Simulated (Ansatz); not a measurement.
Task: Predict a relaxed structure of BMe2(OH) (C2H7BO), charge 0, singlet, at PBE-D4/def2-SVP (Ansatz).

Result: 
```xyz
11

B     0.076    0.221   -0.327
C    -0.425    1.181    0.824
C     0.199   -1.348   -0.117
O     0.409    0.811   -1.520
H    -1.339    0.791    1.319
H    -0.619    2.214    0.474
H     0.347    1.233    1.624
H     0.655   -1.901   -0.965
H    -0.810   -1.780    0.061
H     0.785   -1.580    0.798
H     0.724    0.158   -2.171
```
 This is one stationary point.
